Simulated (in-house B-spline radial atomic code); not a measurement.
Atomic self-consistent-field run: Ba (an excited or competing configuration). All numbers are computed (scalar-relativistic (X2C) TPSSh, spin-polarised, spherical fractional occupations; Fermi nucleus of rms radius 4.8378 fm) with an all-electron radial atomic-structure program (B-spline basis), not measured.

Command:
```bash
python run_scf.py task.json out
```
Settings (nuclear radius in fm, mass in u):
```
Z                56
configuration    [Kr] 4d10 5s1 5p6 6s2 7s1
hamiltonian      x2c
method           tpssh
spin_polarised   True
nucleus          fermi
rms_radius       4.8378
atomic_mass      137.90525
speed_of_light   137.035999084
```

Output (hartree, bohr):
```
 radial grid: 89 intervals, B-splines of order 8, outer radius 85 bohr

 iter        energy (Eh)    residual
    1       -8133.101152    9.20e-02
    2       -8133.106106    1.65e-03
    3       -8133.106208    5.28e-04
    4       -8133.106215    3.77e-04
    5       -8133.106220    1.82e-04
    6       -8133.106221    8.52e-05
    7       -8133.106221    4.20e-05
    8       -8133.106221    9.52e-06
    9       -8133.106221    1.49e-06
   10       -8133.106221    1.47e-07

 total energy                     -8133.10622
 kinetic                            8683.7279
 electron-nucleus                 -19765.7063
 Hartree                            3148.1556
 exact exchange                      -19.6368
 exchange-correlation               -179.6467

 orbital      occ     eigenvalue          <r>       <r^2>       <1/r>       r_max
 1s up      1.000     -1369.3642    0.0249322 0.000853675      64.124     0.01566
 1s down    1.000     -1369.3599    0.0249323 0.000853678     64.1239     0.01566
 2s up      1.000      -217.1518     0.109124   0.0141116     14.6584      0.0927
 2s down    1.000      -217.1489     0.109124   0.0141118     14.6582      0.0927
 2p up      3.000      -194.8585    0.0958427   0.0112288     13.3597     0.07425
 2p down    3.000      -194.8561     0.095843   0.0112288     13.3596     0.07425
 3s up      1.000       -46.3706     0.291273   0.0970852     5.20796      0.2662
 3s down    1.000       -46.3668     0.291277   0.0970867     5.20771      0.2662
 3p up      3.000       -39.1676     0.289331    0.097148     4.82062      0.2603
 3p down    3.000       -39.1645     0.289326    0.097143     4.82063      0.2603
 3d up      5.000       -28.6239      0.26658   0.0838857     4.53553      0.2152
 3d down    5.000       -28.6211      0.26657   0.0838783     4.53563      0.2152
 4s up      1.000        -9.4795     0.673981    0.512458     2.11555      0.6252
 4s down    1.000        -9.4708     0.674119    0.512583     2.11453      0.6255
 4p up      3.000        -7.1397     0.714957    0.581169     1.92512      0.6532
 4p down    3.000        -7.1325     0.714595    0.580385     1.92554      0.6533
 4d up      5.000        -3.7066     0.799503    0.742233     1.65539      0.6944
 4d down    5.000        -3.6968     0.797947    0.738899     1.65784      0.6942
 5s up      1.000        -1.5840      1.61091      2.9073    0.822704       1.462
 5p up      3.000        -0.9920      1.84693     3.84914    0.705806       1.638
 5p down    3.000        -0.9501      1.86477     3.92849    0.698411       1.647
 6s up      1.000        -0.2365      4.04721     18.3282    0.312889       3.673
 6s down    1.000        -0.2315      4.12199     19.0476    0.308279       3.716
 7s up      1.000        -0.0532      10.2291     114.069    0.116405       9.675
```

Run time, properties included: 1.4 s on 1 thread of Arm Neoverse N1, on a shared host.

One-electron X2C: radii and densities carry no picture-change correction, so inner-shell <1/r> comes out high (for 1s by about 2 % at Z = 33, 5 % at 54, 10 % at 75, 30 % at 118) and <r> low.
